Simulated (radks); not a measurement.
Task: The hafnium ion Hf+, configuration [Xe] 4f14 5d1 6s2 (the NIST ground configuration). Calculated with a radial shooting solver on a logarithmic mesh with Libxc functionals: scalar-relativistic Kohn-Sham, PBE, spin-polarised, spherical densities, point nucleus; open shells are filled with parallel spins first (spin-orbit coupling, left out, can overturn this in heavy ions); hard spherical wall at 2.5 bohr. Some entries of the table are withheld. Estimate them.

| orbital | occ. | eigenvalue (Ry) | <1/r> (bohr^-1) | r(max) (bohr) |
|---|---|---|---|---|
| 1s down | 1 | -4797.121 | 83.84 | 0.01190 |
| 1s up | 1 | -4797.121 | 83.84 | 0.01190 |
| 2s up | 1 | -819.2513 | 19.57 | 0.06806 |
| 2s down | 1 | -819.2455 | 19.57 | 0.06806 |
| 2p up | 3 | -719.1119 | 17.85 | 0.05567 |
| 2p down | 3 | -719.1073 | 17.85 | 0.05567 |
| 3s up | 1 | -185.6816 | 7.240 | 0.1921 |
| 3s down | 1 | -185.6804 | 7.240 | 0.1921 |
| 3p up | 3 | -155.7724 | 6.711 | 0.1898 |
| 3p down | 3 | -155.7708 | 6.711 | 0.1898 |
| 3d up | 5 | -120.3901 | 6.349 | 0.1547 |
| 3d down | 5 | -120.3865 | 6.349 | 0.1547 |
| 4s up | 1 | -36.41472 | 3.066 | 0.4374 |
| 4s down | 1 | -36.40998 | 3.066 | 0.4374 |
| 4p up | 3 | -26.60907 | 2.790 | 0.4583 |
| 4p down | 3 | -26.60474 | 2.790 | 0.4583 |
| 4d up | 5 | -13.94928 | 2.471 | 0.4712 |
| 4d down | 5 | -13.94403 | 2.471 | 0.4712 |
| 5s up | 1 | -3.98360 | 1.163 | 1.027 |
| 5s down | 1 | -3.93371 | 1.167 | 1.024 |
| 5p up | 3 | -1.64814 | 1.012 | 1.170 |
| 5p down | 3 | -1.58731 | 1.015 | 1.167 |
| 4f up | 7 | -0.05870 | 1.898 | 0.4562 |
| 4f down | 7 | -0.04435 | 1.903 | 0.4561 |
| 5d up | 1 | 1.40788 | 0.8629 | 1.436 |
| 5d down | 0 | 1.47781 | 0.8641 | 1.434 |
| 6s up | 1 | 3.76601 | (1) | 1.841 |
| 6s down | 1 | 3.81949 | (2) | 1.842 |
| 5f up | 0 | 4.97682 | 0.9034 | 1.706 |
| 5f down | 0 | 5.04267 | 0.8993 | 1.707 |
| 6p up | 0 | 5.65798 | (3) | 1.906 |
| 6p down | 0 | 5.70617 | (4) | 1.906 |
| 7s up | 0 | 15.00231 | 1.056 | 2.114 |
| 7s down | 0 | 15.05012 | 1.055 | 2.114 |

Result: 
(1) 6s up <1/r> (bohr^-1): 0.9144
(2) 6s down <1/r> (bohr^-1): 0.9125
(3) 6p up <1/r> (bohr^-1): 0.9506
(4) 6p down <1/r> (bohr^-1): 0.9494
